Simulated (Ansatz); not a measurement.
Geometry optimisation of GeH6O2Si (`O[SiH2][GeH2][OH]`).

```yaml
crystal:
  periodic: [false, false, false]
  atoms:
    - {symbol: O, position_ang: [-1.335560, 0.582880, -1.206690]}
    - {symbol: Si, position_ang: [-0.299790, 1.170950, -0.097920]}
    - {symbol: Ge, position_ang: [0.516310, -0.784020, 0.883020]}
    - {symbol: O, position_ang: [1.309820, -1.820530, -0.292420]}
    - {symbol: H, position_ang: [-1.871490, 1.148390, -1.757060]}
    - {symbol: H, position_ang: [-1.009360, 2.033060, 0.846900]}
    - {symbol: H, position_ang: [0.726430, 1.983700, -0.759710]}
    - {symbol: H, position_ang: [1.647030, -0.634920, 1.870980]}
    - {symbol: H, position_ang: [-0.496890, -1.673890, 1.599760]}
    - {symbol: H, position_ang: [0.813480, -2.005640, -1.086870]}
basis:
  gaussian: {orbitals: def2-TZVP}
hamiltonian: {xc: pbe0, dispersion: d4}
relax: {f_tol: 0.005, max_steps: 150}
```

```sh
$ ansatz run in.yaml --threads 4 --pin off --events-out ev --progress --plain --max-ram 10444MiB
```

Output, abridged:

```
Functional definition: PBE0
mean field -68576.36413430 eV, -2520.1348992062 hartree, gradient 5.0e-5 eV, S^2 0.000000; 0 other end points of the search recorded, 0 dependent functions left out
relax step   1: F+E_penalty+E_count = -68576.53170792 eV  Δ(F+E_penalty+E_count) = +0.000e0 eV  max|allowed force component| = 7.441e-1 eV/Å  Δτ_max = 0.0000 Å  (26 SCF iters, accepted)
mean field -68576.46147816 eV, -2520.1384765271 hartree, gradient 1.1e-5 eV, S^2 0.000000; 0 other end points of the search recorded, 0 dependent functions left out
relax step   2: F+E_penalty+E_count = -68576.62985240 eV  Δ(F+E_penalty+E_count) = -9.814e-2 eV  max|allowed force component| = 4.714e-1 eV/Å  Δτ_max = 0.1600 Å  (30 SCF iters, accepted)
mean field -68576.49636376 eV, -2520.1397585495 hartree, gradient 1.4e-5 eV, S^2 0.000000; 0 other end points of the search recorded, 0 dependent functions left out
relax step   3: F+E_penalty+E_count = -68576.66310638 eV  Δ(F+E_penalty+E_count) = -3.325e-2 eV  max|allowed force component| = 2.451e-1 eV/Å  Δτ_max = 0.1103 Å  (29 SCF iters, accepted)
mean field -68576.50056393 eV, -2520.1399129027 hartree, gradient 1.3e-5 eV, S^2 0.000000; 0 other end points of the search recorded, 0 dependent functions left out
relax step   4: F+E_penalty+E_count = -68576.66729213 eV  Δ(F+E_penalty+E_count) = -4.186e-3 eV  max|allowed force component| = 2.201e-1 eV/Å  Δτ_max = 0.0533 Å  (30 SCF iters, accepted)
mean field -68576.50547903 eV, -2520.1400935296 hartree, gradient 1.2e-5 eV, S^2 0.000000; 0 other end points of the search recorded, 0 dependent functions left out
relax step   5: F+E_penalty+E_count = -68576.67212272 eV  Δ(F+E_penalty+E_count) = -4.831e-3 eV  max|allowed force component| = 1.414e-1 eV/Å  Δτ_max = 0.0343 Å  (32 SCF iters, accepted)
mean field -68576.50869249 eV, -2520.1402116218 hartree, gradient 1.4e-5 eV, S^2 0.000000; 0 other end points of the search recorded, 0 dependent functions left out
relax step   6: F+E_penalty+E_count = -68576.67597420 eV  Δ(F+E_penalty+E_count) = -3.851e-3 eV  max|allowed force component| = 5.592e-2 eV/Å  Δτ_max = 0.0838 Å  (29 SCF iters, accepted)
mean field -68576.51024977 eV, -2520.1402688509 hartree, gradient 1.3e-5 eV, S^2 0.000000; 0 other end points of the search recorded, 0 dependent functions left out
relax step   7: F+E_penalty+E_count = -68576.67744597 eV  Δ(F+E_penalty+E_count) = -1.472e-3 eV  max|allowed force component| = 1.441e-2 eV/Å  Δτ_max = 0.0422 Å  (29 SCF iters, accepted)
mean field -68576.51072013 eV, -2520.1402861362 hartree, gradient 1.3e-5 eV, S^2 0.000000; 0 other end points of the search recorded, 0 dependent functions left out
relax step   8: F+E_penalty+E_count = -68576.67816649 eV  Δ(F+E_penalty+E_count) = -7.205e-4 eV  max|allowed force component| = 9.925e-2 eV/Å  Δτ_max = 0.0605 Å  (30 SCF iters, accepted)
mean field -68576.51107237 eV, -2520.1402990809 hartree, gradient 1.3e-5 eV, S^2 0.000000; 0 other end points of the search recorded, 0 dependent functions left out
relax step   9: F+E_penalty+E_count = -68576.67864277 eV  Δ(F+E_penalty+E_count) = -4.763e-4 eV  max|allowed force component| = 7.905e-2 eV/Å  Δτ_max = 0.0240 Å  (31 SCF iters, accepted)
mean field -68576.51132997 eV, -2520.1403085477 hartree, gradient 1.3e-5 eV, S^2 0.000000; 0 other end points of the search recorded, 0 dependent functions left out
relax step  10: F+E_penalty+E_count = -68576.67944136 eV  Δ(F+E_penalty+E_count) = -7.986e-4 eV  max|allowed force component| = 5.193e-2 eV/Å  Δτ_max = 0.0500 Å  (30 SCF iters, accepted)
mean field -68576.51124907 eV, -2520.1403055747 hartree, gradient 1.4e-5 eV, S^2 0.000000; 0 other end points of the search recorded, 0 dependent functions left out
relax step  11: F+E_penalty+E_count = -68576.67990448 eV  Δ(F+E_penalty+E_count) = -4.631e-4 eV  max|allowed force component| = 8.722e-2 eV/Å  Δτ_max = 0.0678 Å  (30 SCF iters, accepted)
mean field -68576.51129809 eV, -2520.1403073760 hartree, gradient 1.3e-5 eV, S^2 0.000000; 0 other end points of the search recorded, 0 dependent functions left out
relax step  12: F+E_penalty+E_count = -68576.68028325 eV  Δ(F+E_penalty+E_count) = -3.788e-4 eV  max|allowed force component| = 9.275e-2 eV/Å  Δτ_max = 0.0376 Å  (30 SCF iters, accepted)
mean field -68576.51158723 eV, -2520.1403180018 hartree, gradient 1.3e-5 eV, S^2 0.000000; 0 other end points of the search recorded, 0 dependent functions left out
relax step  13: F+E_penalty+E_count = -68576.68062849 eV  Δ(F+E_penalty+E_count) = -3.452e-4 eV  max|allowed force component| = 7.978e-2 eV/Å  Δτ_max = 0.0125 Å  (32 SCF iters, accepted)
mean field -68576.51176072 eV, -2520.1403243771 hartree, gradient 1.3e-5 eV, S^2 0.000000; 0 other end points of the search recorded, 0 dependent functions left out
relax step  14: F+E_penalty+E_count = -68576.68106916 eV  Δ(F+E_penalty+E_count) = -4.407e-4 eV  max|allowed force component| = 4.078e-2 eV/Å  Δτ_max = 0.0301 Å  (31 SCF iters, accepted)
mean field -68576.51169659 eV, -2520.1403220205 hartree, gradient 1.3e-5 eV, S^2 0.000000; 0 other end points of the search recorded, 0 dependent functions left out
relax step  15: F+E_penalty+E_count = -68576.68131031 eV  Δ(F+E_penalty+E_count) = -2.411e-4 eV  max|allowed force component| = 3.742e-2 eV/Å  Δτ_max = 0.0337 Å  (31 SCF iters, accepted)
mean field -68576.51141805 eV, -2520.1403117844 hartree, gradient 1.3e-5 eV, S^2 0.000000; 0 other end points of the search recorded, 0 dependent functions left out
relax step  16: F+E_penalty+E_count = -68576.68148475 eV  Δ(F+E_penalty+E_count) = -1.744e-4 eV  max|allowed force component| = 6.715e-2 eV/Å  Δτ_max = 0.0567 Å  (30 SCF iters, accepted)
mean field -68576.51160281 eV, -2520.1403185741 hartree, gradient 1.3e-5 eV, S^2 0.000000; 0 other end points of the search recorded, 0 dependent functions left out
relax step  17: F+E_penalty+E_count = -68576.68157522 eV  Δ(F+E_penalty+E_count) = -9.047e-5 eV  max|allowed force component| = 4.608e-2 eV/Å  Δτ_max = 0.0069 Å  (32 SCF iters, accepted)
mean field -68576.51165202 eV, -2520.1403203826 hartree, gradient 1.3e-5 eV, S^2 0.000000; 0 other end points of the search recorded, 0 dependent functions left out
relax step  18: F+E_penalty+E_count = -68576.68165026 eV  Δ(F+E_penalty+E_count) = -7.504e-5 eV  max|allowed force component| = 1.162e-2 eV/Å  Δτ_max = 0.0098 Å  (32 SCF iters, accepted)
mean field -68576.51158140 eV, -2520.1403177875 hartree, gradient 1.3e-5 eV, S^2 0.000000; 0 other end points of the search recorded, 0 dependent functions left out
relax step  19: F+E_penalty+E_count = -68576.68170009 eV  Δ(F+E_penalty+E_count) = -4.982e-5 eV  max|allowed force component| = 1.373e-2 eV/Å  Δτ_max = 0.0165 Å  (31 SCF iters, accepted)
mean field -68576.51152540 eV, -2520.1403157296 hartree, gradient 1.3e-5 eV, S^2 0.000000; 0 other end points of the search recorded, 0 dependent functions left out
relax step  20: F+E_penalty+E_count = -68576.68172280 eV  Δ(F+E_penalty+E_count) = -2.271e-5 eV  max|allowed force component| = 1.518e-2 eV/Å  Δτ_max = 0.0152 Å  (31 SCF iters, accepted)
mean field -68576.51152398 eV, -2520.1403156774 hartree, gradient 1.3e-5 eV, S^2 0.000000; 0 other end points of the search recorded, 0 dependent functions left out
relax step  21: F+E_penalty+E_count = -68576.68172996 eV  Δ(F+E_penalty+E_count) = -7.164e-6 eV  max|allowed force component| = 1.229e-2 eV/Å  Δτ_max = 0.0036 Å  (33 SCF iters, accepted)
mean field -68576.51151984 eV, -2520.1403155252 hartree, gradient 1.3e-5 eV, S^2 0.000000; 0 other end points of the search recorded, 0 dependent functions left out
relax step  22: F+E_penalty+E_count = -68576.68173417 eV  Δ(F+E_penalty+E_count) = -4.213e-6 eV  max|allowed force component| = 6.308e-3 eV/Å  Δτ_max = 0.0030 Å  (33 SCF iters, accepted)
mean field -68576.51151040 eV, -2520.1403151784 hartree, gradient 1.1e-5 eV, S^2 0.000000; 0 other end points of the search recorded, 0 dependent functions left out
relax step  23: F+E_penalty+E_count = -68576.68173614 eV  Δ(F+E_penalty+E_count) = -1.969e-6 eV  max|allowed force component| = 2.894e-3 eV/Å  Δτ_max = 0.0024 Å  (24 SCF iters, accepted)
mean field -68576.51151040 eV, -2520.1403151784 hartree, gradient 1.4e-5 eV, S^2 0.000000; 1 other end points of the search recorded, 0 dependent functions left out
Total energy: -68576.68176823 eV, -2520.1465720379 hartree
Atom 0 at    -1.051347     0.459472    -1.383708 Å, force     0.000267     0.001679     0.000413 eV/Å
Atom 1 at    -0.350819     1.125825    -0.035659 Å, force     0.000277    -0.001156     0.000462 eV/Å
Atom 2 at     0.620743    -0.816146     0.960950 Å, force     0.000308    -0.002121    -0.002894 eV/Å
Atom 3 at     0.959493    -1.913345    -0.411991 Å, force    -0.001975     0.002276     0.000459 eV/Å
Atom 4 at    -1.463867     1.045028    -2.020384 Å, force    -0.000128    -0.001286    -0.000324 eV/Å
Atom 5 at    -1.359686     1.799291     0.830597 Å, force    -0.000333     0.000681     0.000022 eV/Å
Atom 6 at     0.664810     2.149445    -0.412585 Å, force     0.000041     0.000291    -0.000070 eV/Å
Atom 7 at     1.973497    -0.585029     1.653164 Å, force     0.000799     0.000477     0.000448 eV/Å
Atom 8 at    -0.335211    -1.518780     1.949716 Å, force    -0.000510    -0.000181     0.000345 eV/Å
Atom 9 at     0.342369    -1.745781    -1.130109 Å, force     0.001255    -0.000661     0.001140 eV/Å
Dipole moment:    -0.334318     0.506092    -0.137676 e Å
```

Run time 74 s (4 threads of an Arm Neoverse V1 on a shared host); peak host memory 0.49 GiB.
